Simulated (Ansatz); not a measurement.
Caution: the highest occupied level lies above zero, a sign of self-interaction error and of too few diffuse functions.

Species: C$_{2}$HO, SMILES `[CH-]=C=O` (charge -1, multiplicity 1).

Question: Give a relaxed geometry from PBE0-D3(BJ)/def2-TZVPD (Ansatz, a program for electronic structure).

Answer: the end point of this relaxation (outside a Z-matrix the atoms follow the SMILES, hydrogens last).
Cartesian coordinates (Å) in one orientation:
```xyz
4

C     -0.657    -0.052    -0.469
C      0.575     0.046    -0.518
O      1.794     0.142    -0.567
H     -1.713    -0.135    -0.427
```
